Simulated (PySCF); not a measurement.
Simulated C 1s region for Si(vinyl)2Me2, `C=C[Si](C)(C)C=C`, binding energy against the vacuum level.

Every computed line was given a Gaussian of 0.4 eV full width at half maximum and an area set by the number of equivalent atoms; the highest printed point is 100. The calculation used delta-SCF UKS SCAN, pcX-2 on the ionised atom, pcseg-1 elsewhere, spin-free X2C (PySCF).

(binding energy (eV), intensity): (289.2, 0), (289.3, 2), (289.4, 10), (289.5, 30), (289.6, 62), (289.7, 92), (289.8, 100), (289.9, 86), (290.0, 69), (290.1, 60), (290.2, 49), (290.3, 32), (290.4, 16), (290.5, 5), (290.6, 1), (290.7, 0)

How many maxima does the curve show, and how many computed lines lie under it?

The curve has 1 maximum (at 289.8 eV). Under it lie 3 lines from 3 inequivalent carbon sites. At this width some lines have no maximum of their own.

Decompose the envelope and assign each component. Bonds: Si1–C2, Si1–C7, Si1–C12, Si1–C16, C2–C3, C7–C8. Hydrogens: H4 on C2; H5, H6 on C3; H9 on C7; H10, H11 on C8; H13, H14, H15 on C12; H17, H18, H19 on C16.

```
position (eV)  relative area  line    atoms                   environment
       289.76              2  C 1s    C2/C7  carbon bonded to C, Si and H
       289.76              2  C 1s  C12/C16   carbon bonded to Si and 3 H
       290.14              2  C 1s    C3/C8    carbon bonded to C and 2 H
```

The listed C 1s values span 0.38 eV, from C2/C7 (bonded to C, H and Si) to C3/C8 (bonded to C and 2 H). The values 289.76 and 289.76 eV lie too close for their order to be trusted.

No satellites, vibrations or lifetime broadening are included. One atom of each set of topologically equivalent atoms was ionised and stands for the set; in this conformer not all members are related by symmetry, and their own values weren't computed. Isolated species at its PBE0-D3(BJ)/def2-SVP geometry (one conformer only).
